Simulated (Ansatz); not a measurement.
Reaction (formal exchange of groups at the Si–C bond): `N[CH]([SiH3])[GeH3]` + `C=CCO` → `C=CC[SiH3]` + `N[CH](O)[GeH3]`

Isolated molecules relaxed with PBE0-D4/def2-TZVP in Ansatz; ΔE leaves out vibrations. CCSD(T)/CBS is the MP2 limit (def2-TZVPP, def2-QZVPP) plus CCSD(T) − MP2 in def2-TZVPP, frozen cores. Functionals use def2-TZVPP. For Ge outer-core shells are correlated without core-valence functions, which leaves a few kJ/mol of doubt a bond. Scalar relativity is left out up to krypton. One conformer a species, not always the lowest.

**Question.** Is it downhill or uphill in electronic energy at CCSD(T)/CBS, and by how much? (An estimate is asked.)

**Answer.** Computed: Nearly level: ΔE = -1.7 kJ/mol.

**Question.** What do these levels give: r2SCAN-D4, ωB97M-V, B2PLYP, HF/def2-TZVPP, MP2/def2-TZVPP, CCSD/def2-TZVPP? (Estimate.)

**Answer.** Computed: r2SCAN-D4 -9.3, ωB97M-V -4.1, B2PLYP -5.8, HF/def2-TZVPP -2.4, MP2/def2-TZVPP -2.3, CCSD/def2-TZVPP -2.0 kJ/mol.

Largest T1 diagnostic among the species: 0.011.
